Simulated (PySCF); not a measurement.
# Se⁺ (selenium, charge +1) across methods

[Ar] 3d10 4s2 4p3, high-spin 4S determinant. Computed with PySCF 2.14 in aug-cc-pVQZ-PP with one added diffuse shell each of s, p, d, f, g type with ECP10MDF (8s7p6d4f3g, 114 functions), with scalar relativity through the core potential.

| method | E (hartree) | mean ε 4s α (eV) | mean ε 4s β (eV) | mean ε 4p α (eV) | Σ⟨r²⟩ (bohr²) | ⟨S²⟩ |
| --- | --- | --- | --- | --- | --- | --- |
| HSE06 | -372.7364 | -29.768 | -25.922 | -17.366 | 30.30 | 3.750 |
| r2SCAN | -372.6521 | -28.879 | -25.107 | -16.895 | 30.12 | 3.751 |
| UHF | -371.55023 | -36.656 | -28.215 | -21.425 | 30.45 | 3.751 |
| PBE | -372.7712 | -27.804 | -25.008 | -16.355 | 30.37 | 3.750 |
| TPSSh | -372.6923 | -29.068 | -25.272 | -17.094 | 30.26 | 3.751 |
| PBE0 | -372.7439 | -30.233 | -26.169 | -17.807 | 30.28 | 3.750 |
| LDA | -372.2154 | -27.960 | -25.519 | -16.386 | 30.34 | 3.750 |
| wB97X-V | -372.7389 | -32.975 | -28.954 | -20.048 | 30.35 | 3.750 |

Energies and moments cover only the electrons outside the core potential.
